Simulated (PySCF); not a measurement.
B(I)(Me)2 (C₂H₆BI), SMILES CB(C)I.

Geometry: B3LYP-D3(BJ)/def2-SVP. The def2 effective core potentials stand for the cores of I; spin–orbit coupling is left out.

These are ωB97X/def2-TZVP (PySCF) values and carry that method's errors.

Problem. Estimate the frontier levels, gap, dipole moment and polarisability. (The exact figures need the calculation; the answer reports its results.)

Solution. 
```
Item                                                                                                           Result
---------------------------------------------------------------------------------------------  ----------------------
highest occupied level                                                                                       -9.43 eV
lowest empty level                                                                                            1.08 eV
orbital gap                                                                                                  10.51 eV
dipole moment                                                                                                  2.07 D
quadrupole, principal values (traceless, Buckingham form, about the centre of nuclear charge)  -2.12, -1.07, 3.18 D·Å
mean static polarisability                                                                      70.7 bohr³ (10.48 Å³)
polarisability, principal values                                                               56.2, 66.3, 89.7 bohr³
```
